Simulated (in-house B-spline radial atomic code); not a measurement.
Configurations of the tantalum ion Ta⁴⁺, with energies counted from [Xe] 4f14 (5d3/2)1. All numbers are computed (Dirac-Hartree-Fock, average of each configuration as written; Fermi nucleus of rms radius 5.3507 fm) with a radial B-spline atomic code at the basis-set limit, not measured. Energies include first-order Breit, QED and recoil terms.

Occupations are held fixed; configurations that lie above the ionisation limit could autoionise.

| configuration | E - E(ref) (eV) | highest orbital | its <r> (bohr) |
| --- | --- | --- | --- |
| [Xe] 4f14 (5d5/2)1 | 0.74161 | 5d5/2 | 1.757 |
| [Xe] 4f14 (6p1/2)1 | 12.889 | 6p1/2 | 2.915 |
| [Kr] 4d10 4f14 5s2 (5p1/2)2 (5p3/2)3 (5d5/2)1 6s1 | 44.44 | 6s1/2 | 2.54 |
| [Kr] 4d10 4f14 5s2 (5p1/2)1 (5p3/2)4 (5d3/2)1 (5d5/2)1 | 47.238 | 5d3/2 | 1.708 |
| [Xe] (4f5/2)6 (4f7/2)7 (5d3/2)1 9s1 | 64.845 | 9s1/2 | 10.52 |
| [Xe] (4f5/2)5 (4f7/2)8 (5d5/2)1 (9g7/2)1 | 73.229 | 9g7/2 | 22.18 |

Task: Order these further configurations by energy, lowest first.
A. [Kr] 4d10 4f14 5s2 (5p1/2)2 (5p3/2)3 (5d5/2)1 (9f5/2)1
B. [Kr] (4d3/2)4 (4d5/2)5 4f14 5s2 5p6 (5d3/2)1 (7f7/2)1
C. [Xe] (4f5/2)5 (4f7/2)8 (5d5/2)1 (7p1/2)1
D. [Xe] (4f5/2)5 (4f7/2)8 (5d3/2)1 (7g7/2)1
E. [Xe] 4f14 (6g9/2)1

Result: E (37.656 eV), C (57.853 eV), D (69.642 eV), A (80.804 eV), B (273.87 eV).

Task: How far above the reference does [Xe] 4f14 (7g9/2)1 lie?

Result: 40.168 eV; its least bound orbital is 7g9/2 with <r> = 12.63 bohr.

Task: How far above the reference does [Xe] (4f5/2)5 (4f7/2)8 (5d3/2)1 (6d5/2)1 lie?

Result: 53.362 eV; its least bound orbital is 6d5/2 with <r> = 3.931 bohr.
